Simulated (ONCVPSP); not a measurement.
**Before and after: ONCV potential for zinc (Zn)**

* Element: Zn
* Generator: ONCVPSP 4.0.1
* Type: optimised norm-conserving Vanderbilt (ONCV)
* Functional: PBE
* Relativity: scalar-relativistic
* Frozen core: [Ne]
* Valence charge: 20
* Reference configuration: 3s2 3p6 3d10 4s1 (charge +1)
* Partial waves: 3s+4s: rc 1.25 bohr, ncon 4, nbas 8, qcut 8 1/bohr, 2 projectors; 3p: rc 0.95 bohr, ncon 4, nbas 8, qcut 13.3 1/bohr, 1 projector; 3d: rc 0.95 bohr, ncon 4, nbas 9, qcut 15.9 1/bohr, local
* Local potential: the d channel
* Core correction: Teter function, fcfact 3.75, rcfact 1.2

All-electron outer shells of the reference configuration (PBE, scalar-relativistic, ld1.x):

```
shell  level (eV)  outermost node (bohr)  outermost maximum (bohr)
   2p    -1013.55                      –                      0.15
   3s     -138.90                   0.28                      0.59
   3p      -93.08                   0.25                      0.59
   3d      -19.76                      –                      0.57
   4s      -14.00                   0.84                      1.99
```

Change: s: ncon 5, nbas 9.

Cutoffs: the cutoffs (Ha) at which the residual kinetic energy of the hardest occupied pseudo-wave falls to 1 and 0.1 mHa per electron; they do not see the model core or the augmentation charge, which bear on the density cutoff. Errors are all-electron minus pseudo energies relative to the spin-unpolarised reference configuration.

Task: How do hardness, ghosts and transferability respond?

Result: The potential gets neither clearly harder nor softer (103 Ha and 114 Ha → 103 Ha and 114 Ha); the d channel sets the loose cutoff, while the largest relative change is in s, which becomes harder; the errors of the 4 common tests hardly move; neither file shows a bound ghost.

```csv
quantity,base,changed
"cutoff, loose",103 Ha,103 Ha
"cutoff, tight",114 Ha,114 Ha
loose cutoff by channel,"s 18 Ha, p 50 Ha, d 103 Ha","s 22 Ha, p 50 Ha, d 103 Ha"
bound ghosts,none,none
GHOST(+) flags under 300 eV,none,none
"error for 3s2 3p6 3d10 4s2, meV [ΔE -9.89 eV]",+1.9,+1.9
"error for 3s2 3p6 3d10 4s0, meV [ΔE 18.44 eV]",-0.9,-0.9
"error for 3s2 3p6 3d9 4s0, meV [ΔE 58.98 eV]",-26,-26
"error for 3s2 3p6 3d9 4s2 4p1, meV [ΔE 2.36 eV]",-55,-56
s: phases at 1.27 bohr within 0.05 rad from the reference energy up to (Ha; the scan ends near 5),to the end of the scan,to the end of the scan
p: phases at 0.96 bohr within 0.05 rad from the reference energy up to (Ha; the scan ends near 5),to the end of the scan,to the end of the scan
d: phases at 0.96 bohr within 0.05 rad from the reference energy up to (Ha; the scan ends near 5),3.3,3.3
"rms error of d²Exc/dni dnj with the model core, mHa",1.41,1.44
```
